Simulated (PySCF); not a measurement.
A PySCF script (with the pyscf-properties extension) for the NMR shieldings of `InChI=1S/C6H16BN/c1-6(2,3)7-8(4)5/h7H,1-5H3`, on a PBE0-D3(BJ)/def2-SVP geometry:

```python
import basis_set_exchange as bse
import numpy as np
from pyscf import gto, dft
from pyscf.prop import nmr

atoms = """
C     3.084690    0.537244   -1.731582
N     1.959757   -0.371054   -1.701376
C     2.379280   -1.747156   -1.582531
B     0.642297    0.099016   -1.777760
C    -0.707312   -0.768214   -1.742740
C    -0.836269   -1.541009   -0.421920
C    -0.786961   -1.735344   -2.932872
C    -1.893682    0.200622   -1.841291
H     3.755907    0.311727   -2.580083
H     3.686003    0.457046   -0.807630
H     2.731657    1.570548   -1.829842
H     2.959122   -1.904880   -0.655224
H     3.030173   -2.034844   -2.427737
H     1.521765   -2.425800   -1.567281
H     0.546360    1.307594   -1.875874
H    -1.809168   -2.061639   -0.372068
H    -0.053273   -2.302964   -0.291126
H    -0.782718   -0.864738    0.446641
H    -1.750415   -2.275474   -2.927188
H    -0.718990   -1.197802   -3.892470
H     0.010456   -2.493674   -2.926599
H    -1.903888    0.911550   -0.999799
H    -1.853824    0.793403   -2.768824
H    -2.853524   -0.345164   -1.831268
"""
names = dict.fromkeys(["C", "N", "B", "H"], "pcSseg-1")
basis = {el: gto.basis.parse(bse.get_basis(n, elements=[el], fmt="nwchem")) for el, n in names.items()}
mol = gto.M(atom=atoms, basis=basis, charge=0, verbose=0)
mf = dft.RKS(mol, xc="PBE0")
mf.grids.level = 2
mf.grids.alignment = dft.numint.BLKSIZE   # the property module wants whole blocks of grid points
mf.conv_tol = 1e-9
mf.kernel()

calc = nmr.RKS(mf)   # GIAO
C = mf.mo_coeff
Co = C[:, mf.mo_occ > 0]
resp = mf.gen_response(singlet=True, hermi=2)
def vind(x):   # induced exchange potential for any number of trial vectors
    d = np.einsum("pi,xij,qj->xpq", C, 2 * x.reshape(-1, C.shape[1], Co.shape[1]), Co, optimize=True)
    return np.einsum("xpq,pi,qj->xij", resp(d - d.transpose(0, 2, 1)), C, Co, optimize=True).ravel()
mo1, _ = nmr.rhf.solve_mo1(calc, with_cphf=vind)
sigma = calc.kernel(mo1)
for i, s in enumerate(sigma):   # ppm
    print("%2d %-2s %9.2f" % (i, mol.atom_pure_symbol(i), np.trace(s) / 3))
```

**Question.** What does it print?

**Answer.** 
```
 0 C     135.46
 1 N     135.10
 2 C     144.79
 3 B      55.87
 4 C     165.11
 5 C     158.07
 6 C     158.11
 7 C     148.73
 8 H      28.60
 9 H      28.58
10 H      27.92
11 H      28.89
12 H      28.90
13 H      27.52
14 H      26.50
15 H      30.66
16 H      30.03
17 H      30.38
18 H      30.65
19 H      30.37
20 H      30.03
21 H      30.09
22 H      30.08
23 H      30.78
```

These numbers come from an equivalent density-fitted implementation of the same equations, which agrees with the script to about 0.01 ppm for H and up to a few tenths of a ppm for heavy atoms, so last digits may differ.

Size and cost of the density-fitted run: 216 basis functions, 39 s wall time on 1 thread of an Arm Neoverse V1, shared host; peak memory 1 GiB.
